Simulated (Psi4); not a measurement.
H$_{6}$OP$_{2}$Si, singlet, at a GFN2-xTB geometry; BLYP/6-31G, TDDFT in Psi4.

Here is a job for Psi4.
```
memory 2 GB

molecule mol {
0 1
Si   -0.070423   -0.433235    0.423343
O     0.486760    0.302898    1.765002
P     1.482934   -0.677874   -1.206734
P    -1.691595    0.994065   -0.169365
H    -0.477897   -1.804656    0.766694
H     1.279674    0.028165    2.219444
H     1.605441    0.677164   -1.452353
H     2.547344   -0.668212   -0.322163
H    -2.090486    0.251254   -1.268550
H    -2.642319    0.415519    0.651592
symmetry c1
}

set {
  basis 6-31g
  reference rks
  puream true
  save_jk true
  tdscf_states [5]
  tdscf_tda false
  d_convergence 1e-8
}

energy('td-blyp')
print_variables()
```

What the program printed (banner, timings and long lists left out):

```
   => Loading Basis Set <=

    Name: 6-31G
    Role: ORBITAL
    Keyword: BASIS

         ---------------------------------------------------------
                                   SCF
               by Justin Turney, Rob Parrish, Andy Simmonett
                          and Daniel G. A. Smith
                              RKS Reference
         ---------------------------------------------------------

  ==> Geometry <==

    Molecular point group: c1
    Full point group: C1

    Geometry (in Angstrom), charge = 0, multiplicity = 1:

       Center              X                  Y                   Z               Mass
    ------------   -----------------  -----------------  -----------------  -----------------
         SI          -0.066635625623    -0.445814579202     0.440747818029    27.976926534650
         O            0.490547374377     0.290318420798     1.782406818029    15.994914619570
         P            1.486721374377    -0.690453579202    -1.189329181971    30.973761998420
         P           -1.687807625623     0.981485420798    -0.151960181971    30.973761998420
         H           -0.474109625623    -1.817235579202     0.784098818029     1.007825032230
         H            1.283461374377     0.015585420798     2.236848818029     1.007825032230
         H            1.609228374377     0.664584420798    -1.434948181971     1.007825032230
         H            2.551131374377    -0.680791579202    -0.304758181971     1.007825032230
         H           -2.086698625623     0.238674420798    -1.251145181971     1.007825032230
         H           -2.638531625623     0.402939420798     0.668996818029     1.007825032230

  Running in c1 symmetry.

  Rotational constants: A =      0.14727  B =      0.06707  C =      0.05052 [cm^-1]
  Rotational constants: A =   4414.91085  B =   2010.81912  C =   1514.54390 [MHz]
  Nuclear repulsion =  280.211033039729784

  Charge       = 0
  Multiplicity = 1
  Electrons    = 58
  Nalpha       = 29
  Nbeta        = 29

  ==> Algorithm <==

  SCF Algorithm Type is DF.
  DIIS enabled.
  MOM disabled.
  Fractional occupation disabled.
  Guess Type is SAD.
  Energy threshold   = 1.00e-06
  Density threshold  = 1.00e-08
  Integral threshold = 1.00e-12

  ==> Primary Basis <==

  Basis Set: 6-31G
    Blend: 6-31G
    Number of shells: 38
    Number of basis functions: 60
    Number of Cartesian functions: 60
    Spherical Harmonics?: true
    Max angular momentum: 1

  ==> DFT Potential <==

   => LibXC <=

[...]
  @DF-RKS Final Energy: -1050.82545292849545
    Total Energy =                      -1050.8254529284954515
[...]

Excited State    1 (1 A):   0.19606 au   232.39 nm f = 0.0029
  Sums of squares: Xssq =  1.000403e+00; Yssq =  4.032820e-04; Xssq - Yssq =  1.000000e+00
     28a  ->  30a    -0.125492 ( 1.575%)
     29a  ->  30a    -0.988708 (97.754%)

Excited State    2 (1 A):   0.21767 au   209.32 nm f = 0.1149
  Sums of squares: Xssq =  1.002858e+00; Yssq =  2.858202e-03; Xssq - Yssq =  1.000000e+00
     28a  ->  30a    -0.913614 (83.469%)
     28a  ->  31a     0.285629 ( 8.158%)
     28a  ->  33a     0.129581 ( 1.679%)
     28a  ->  35a    -0.102990 ( 1.061%)
     29a  ->  30a     0.115302 ( 1.329%)

Excited State    3 (1 A):   0.23082 au   197.40 nm f = 0.0087
  Sums of squares: Xssq =  1.000556e+00; Yssq =  5.562028e-04; Xssq - Yssq =  1.000000e+00
     29a  ->  31a    -0.678293 (46.008%)
     29a  ->  32a     0.648010 (41.992%)
     29a  ->  33a    -0.285868 ( 8.172%)

Excited State    4 (1 A):   0.23560 au   193.39 nm f = 0.0324
  Sums of squares: Xssq =  1.000726e+00; Yssq =  7.261830e-04; Xssq - Yssq =  1.000000e+00
     27a  ->  30a    -0.361911 (13.098%)
     28a  ->  30a     0.204894 ( 4.198%)
     28a  ->  31a     0.848377 (71.974%)
     28a  ->  33a    -0.271642 ( 7.379%)
     29a  ->  31a    -0.110980 ( 1.232%)

Excited State    5 (1 A):   0.23776 au   191.64 nm f = 0.0055
  Sums of squares: Xssq =  1.000515e+00; Yssq =  5.152851e-04; Xssq - Yssq =  1.000000e+00
     27a  ->  30a     0.869973 (75.685%)
     28a  ->  31a     0.343917 (11.828%)
     28a  ->  33a    -0.112330 ( 1.262%)
     29a  ->  31a     0.139859 ( 1.956%)
     29a  ->  32a     0.146861 ( 2.157%)
     29a  ->  33a     0.208305 ( 4.339%)

******************************************************************************************
**********                               WARNING                                **********
**********       The names of excited state variables changed between 1.5       **********
**********     and 1.6. For a quick solution, remove the symmetry specifier     **********
**********   from the variable name. For full details, see 'Notes on Psivars'   **********
**********                        in the documentation.                         **********
******************************************************************************************

  Variable Map:
  ----------------------------------------------------------------------------
[...]
  Array Variable Map:
  ----------------------------------------------------------------------------
[...]
[...]
```
